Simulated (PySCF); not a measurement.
Shifts of the heteroatoms

Molfile (atoms numbered from 1):
```
C5H6FNSi
     RDKit          3D

 14 13  0  0  0  0  0  0  0  0999 V2000
   -2.6951   -1.8852    0.1463 N   0  0  0  0  0  0  0  0  0  0  0  0
   -1.7676   -1.2142    0.0916 C   0  0  0  0  0  0  0  0  0  0  0  0
   -0.5594   -0.4674    0.0428 C   0  0  0  0  0  0  0  0  0  0  0  0
   -0.6270    0.9722   -0.1325 C   0  0  0  0  0  0  0  0  0  0  0  0
   -1.7280    1.6978   -0.3067 C   0  0  0  0  0  0  0  0  0  0  0  0
   -2.9598    1.1851   -0.3488 F   0  0  0  0  0  0  0  0  0  0  0  0
    0.5974   -1.1495    0.1676 C   0  0  0  0  0  0  0  0  0  0  0  0
    2.3377   -0.4262    0.1473 Si  0  0  0  0  0  4  0  0  0  0  0  0
    0.3177    1.4933   -0.1197 H   0  0  0  0  0  0  0  0  0  0  0  0
   -1.7370    2.7709   -0.4350 H   0  0  0  0  0  0  0  0  0  0  0  0
    0.5109   -2.2226    0.2919 H   0  0  0  0  0  0  0  0  0  0  0  0
    2.5617    0.2703   -1.1224 H   0  0  0  0  0  0  0  0  0  0  0  0
    3.2717   -1.5393    0.2930 H   0  0  0  0  0  0  0  0  0  0  0  0
    2.4761    0.5145    1.2625 H   0  0  0  0  0  0  0  0  0  0  0  0
  1  2  3  0
  2  3  1  0
  3  4  1  0
  4  5  2  0
  5  6  1  0
  3  7  2  0
  7  8  1  0
  4  9  1  0
  5 10  1  0
  7 11  1  0
  8 12  1  0
  8 13  1  0
  8 14  1  0
M  END
```

Computed data (PySCF 2.14.0 with density-fitted response routines): GFN2-xTB structure, PBE0/pcSseg-1 with gauge-including orbitals. One averaged value for each set of equivalent atoms, gas phase, relativity neglected, one conformer.

(1) Where does $^{19}$F resonate?

(2) Where does $^{29}$Si resonate?

(3) What are the $^{15}$N shifts?

## Answers

(1) 
| atoms | environment | σ (ppm) | δ (ppm) |
| --- | --- | --- | --- |
| F6 | vinylic fluorine | 273.6 | -100.8 |

Shieldings were converted by a linear fit to measured shifts: $^{19}$F (scatter 6.0 ppm rms, 7.0 ppm with the 5 outliers that the fit left out vs CFCl3, solution or neat liquid, with a term for F on sp3 carbon). Occasional misses reach two or three times the rms, and more in compound classes unlike the fitted ones.

On a 500 MHz spectrometer $^{19}$F resonates near 470.5 MHz, so 1 ppm is 470.5 Hz.

(2) 
| atoms | environment | σ (ppm) | δ (ppm) |
| --- | --- | --- | --- |
| Si8 | silicon bonded to C, 3 H | 436.2 | -78.6 |

Shieldings were converted by a linear fit to measured shifts: $^{29}$Si (scatter 8.9 ppm rms, 25.8 ppm with the 6 outliers that the fit left out vs TMS, solution or neat liquid). Occasional misses reach two or three times the rms, and more in compound classes unlike the fitted ones.

On a 300 MHz spectrometer $^{29}$Si resonates near 59.6 MHz, so 1 ppm is 59.6 Hz.

(3) 
```
atoms       environment  σ (ppm)  δ (ppm)
   N1  nitrile nitrogen    -52.8    -99.4
```

Shieldings were converted by a linear fit to measured shifts: $^{15}$N (scatter 6.3 ppm rms vs CH3NO2, solution or neat liquid). A few per cent of atoms miss by over 2 rms, more outside the fitted compound classes.

On a 600 MHz spectrometer $^{15}$N resonates near 60.8 MHz, so 1 ppm is 60.8 Hz.
